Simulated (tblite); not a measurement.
Compound: C7H7FO.
SMILES with atom numbers: `[CH3:1][O:2][C@:3]12[CH:4]=[CH:5][C@:6]3([F:7])[C@H:8]1[C@H:9]23` (hydrogens: H10, H11, H12 on C1; H13 on C4; H14 on C5; H15 on C8; H16 on C9)

Cartesian coordinates in Å at the GFN2-xTB level; atoms count from 1:
```xyz
16
C7H7FO angstrom
C      2.4210   -0.1891    0.1337
O      1.3770   -0.7338   -0.6513
C      0.1371   -0.2187   -0.3588
C     -0.2736    1.1698   -0.7448
C     -1.5362    1.2985   -0.3455
C     -1.8650   -0.0096    0.2792
F     -3.0912   -0.2409    0.7981
C     -0.6295   -0.6124    0.9090
C     -1.0843   -1.1191   -0.3916
H      3.3366   -0.6630   -0.2126
H      2.2707   -0.4073    1.1959
H      2.4950    0.8945    0.0016
H      0.3615    1.8650   -1.2549
H     -2.2185    2.1198   -0.4232
H     -0.3992   -1.0633    1.8504
H     -1.3090   -2.0815   -0.7966
```

Level: GFN2-xTB in tblite, geometry and Hessian alike; calculated harmonic values, unscaled, isolated species. Errors from tens to a few hundred cm⁻¹ against measured bands are possible. One conformer, not necessarily the lowest.

Harmonic wavenumbers (cm⁻¹): 76.8, 147.2, 160.7, 299.0, 309.8, 401.5, 425.8, 510.5, 557.1, 617.7, 661.0, 742.5, 761.8, 796.7, 819.2, 827.0, 835.9, 864.5, 961.6, 989.7, 1009.1, 1024.6, 1045.8, 1054.6, 1105.5, 1127.3, 1164.7, 1249.7, 1308.0, 1336.2, 1398.8, 1426.0, 1463.1, 1481.9, 1625.2, 2930.6, 2949.5, 3034.0, 3160.9, 3170.4, 3179.2, 3187.8.

A = 4254, B = 1236, C = 1085 MHz; mass 126.048 u (most abundant isotopes); point group C1, symmetry number 1.

**Question.** Zero-point energy?

**Answer.** Half the sum of the wavenumbers: 26099 cm⁻¹ = 312.22 kJ/mol.

**Question.** What is S at 273.15 K and 1 bar for an ideal gas of classical rigid rotors and harmonic oscillators?

**Answer.** Translation 167.36, rotation 117.83, vibration 67.03: S = 352.2 J/(mol K).

**Question.** And Cp and H(273.15 K) − H(0)?

**Answer.** Cp = 125.05 J/(mol K), of which vibrations give 91.79 (their classical limit is 42 R = 349.2); H(273.15 K) − H(0) = 19.88 kJ/mol without the zero-point energy, 10.79 from vibrations.

**Question.** Blend soft modes into free rotors: weight 1/[1 + (100 cm⁻¹/ν̃)⁴] for the oscillator and the rest for a rotor with moment μB/(μ + B), μ = h/(8π²ν), B = 10⁻⁴⁴ kg m². What vibrational entropy results?

**Answer.** 64.55 J/(mol K) in place of 67.03, which changes −T·S at 273.15 K by +0.68 kJ/mol.

**Question.** How do the functions run with temperature in this model?

**Answer.** 
| T (K) | S (J/(mol K)) | Cp (J/(mol K)) | H − H(0) (kJ/mol) | G − H(0) (kJ/mol) | ln q(vib) |
| --- | --- | --- | --- | --- | --- |
| 150 | 294.3 | 74.8 | 7.68 | -36.47 | 1.34 |
| 250 | 341.6 | 115.0 | 17.10 | -68.30 | 2.91 |
| 298.15 | 363.6 | 135.9 | 23.14 | -85.28 | 3.75 |
| 400 | 409.4 | 176.8 | 39.12 | -124.66 | 5.66 |
| 600 | 493.1 | 235.4 | 80.80 | -215.09 | 9.67 |
| 900 | 599.2 | 286.1 | 159.78 | -379.50 | 15.65 |

q(vib) and H(0) count from the zero-point level.

Hindered rotation and anharmonicity are outside this model. Other conformers, if any are populated, would add a mixing term that is left out. The structure is chiral; the term R ln 2 for an equal mix with its mirror image is left out.
